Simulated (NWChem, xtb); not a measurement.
## C2H8BN (SMILES CB(C)N): methods side by side

C2H8BN: 12 atoms, total charge 0, spin state singlet. As SMILES, `CB(C)N`. The shape is that of a PBE0-D4/def2-TZVP optimisation.

Each level gives the dipole moment (D). The values are calculated.

| level | kind | program | value (D) | CPU time |
| --- | --- | --- | --- | --- |
| GFN2-xTB | semi-empirical | xtb | 1.39 | under 2 s |
| GFN0-xTB | semi-empirical | xtb | 1.23 | under 2 s |
| GFN1-xTB | semi-empirical | xtb | 1.57 | under 2 s |
| HF/STO-3G | Hartree–Fock | NWChem | 1.29 | 2.4 s |
| HF/3-21G | Hartree–Fock | NWChem | 1.43 | 2.8 s |
| HF/def2-SVP | Hartree–Fock | NWChem | 1.32 | 11 s |
| r2SCAN/6-31G | meta-GGA | NWChem | 1.37 | 28 s |
| r2SCAN/6-311G** | meta-GGA | NWChem | 1.40 | 33 s |
| B3LYP/6-31G* (spherical functions) | global hybrid | NWChem | 1.40 | 40 s |
| B3LYP/6-31G* (Cartesian functions) | global hybrid | NWChem | 1.40 | 42 s |

The values span 1.23 to 1.57 D. Sets without polarisation functions give poor dipoles. CPU times are rough (shared hosts, several kinds of processor): they show what a rung costs within a factor of a few.
